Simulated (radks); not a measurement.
Values are calculated unless marked as measured or tabulated.
The mean radii <r> (bohr) of the occupied orbitals of an atom or ion are listed with their occupations. Code: a radial shooting solver on a logarithmic mesh with Libxc functionals. Model: scalar-relativistic Kohn-Sham, PBE, spin-unpolarised, spherical densities, point nucleus.

orbital  occ.     <r>
1s          2  0.1036
2s          2  0.5197
2p          6  0.4853
3s          2   1.896
3p          3   2.373

Name the element and its charge.

Answer. Z = 15, phosphorus, charge 0: P in [Ne] 3s2 3p3. The 1s radius gives Z: for a bare nucleus <r> = (2 gamma + 1)/(2Z) with gamma = sqrt(1 - (Z/c)^2), 0.0996 bohr for Z = 15, and screening makes it slightly larger (0.1036 here). The occupations add up to 15, and the charge is Z minus that.
